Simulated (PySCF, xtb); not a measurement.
AlCl, SMILES [Al][Cl] (connectivity only; charge and spin as stated), neutral, multiplicity 1.

Harmonic wavenumbers (cm⁻¹) from xtb 6.7.1 with GFN2-xTB at its own minimum, in rising order: 558.

**Question.** What does PBE0-D3(BJ)/def2-TZVPD in PySCF give at its own minimum? (An estimate is asked for; the answer gives what the named calculation found.)

**Answer.** 470. Paired by order, the mean absolute difference is 88 cm⁻¹ and the zero-point energies are 0.8 and 0.7 kcal/mol.
